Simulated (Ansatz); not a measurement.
`C[Si]C` + `CNC` → `C[Si]N(C)C` + CH₄ at 600 K and 1 bar (ligand exchange at the Si–C bond).

Computed with Ansatz on PBE0-D4/def2-TZVP structures; ΔE is electronic, products minus reactants. CCSD(T)/CBS is the MP2 limit (def2-TZVPP, def2-QZVPP) plus CCSD(T) − MP2 in def2-TZVPP, frozen cores. This one scheme is used for every species. One conformer a species, not always the lowest.

| species | CCSD(T)/CBS energy (Eh) | H − E (kJ/mol) | S (J/(mol·K)) |
| --- | --- | --- | --- |
| `C[Si]C` | -368.74530 | 234.7 | 367.6 |
| `CNC` | -135.00321 | 284.6 | 333.5 |
| `C[Si]N(C)C` | -463.33839 | 380.8 | 449.0 |
| CH₄ | -40.46206 | 140.4 | 215.7 |

H − E and S are ideal-gas, rigid-rotor, harmonic terms from PBE0-D4/def2-TZVP, for one conformer and one mirror image of each species. 1 Eh = 2625.50 kJ/mol, R = 8.31446 J/(mol·K).

Q: By hand: ΔE, ΔH, ΔS and ΔG.

A: ΔE = (-463.33839) + (-40.46206) − (-368.74530) − (-135.00321) = -0.05194 Eh = -136.4 kJ/mol. Δ(H − E) = 380.8 + 140.4 − 234.7 − 284.6 = 1.9, so ΔH = -134.5 kJ/mol. ΔS = 449.0 + 215.7 − 367.6 − 333.5 = -36.4 J/(mol·K). ΔG = -134.5 − 600 × (-36.4)/1000 = -112.7 kJ/mol.

Q: By hand: the equilibrium constant, and the temperature at which ΔG would vanish if ΔH and ΔS stayed fixed.

A: log₁₀ K = −ΔG/(RT ln 10) = 9.8. ΔG = 0 at ΔH/ΔS = 3695 K, far beyond where these terms or the molecules hold.

ΔH outweighs TΔS. A doubt of 5 kJ/mol in ΔE shifts log₁₀ K by 0.4 here. Other conformers and mirror images would add mixing entropy, several J/(mol·K) or more a flexible species. These are equilibria of isolated gas molecules and say nothing of rates. Largest T1 diagnostic: 0.014 (customary marks: 0.02 for closed shells, 0.045 for open ones).
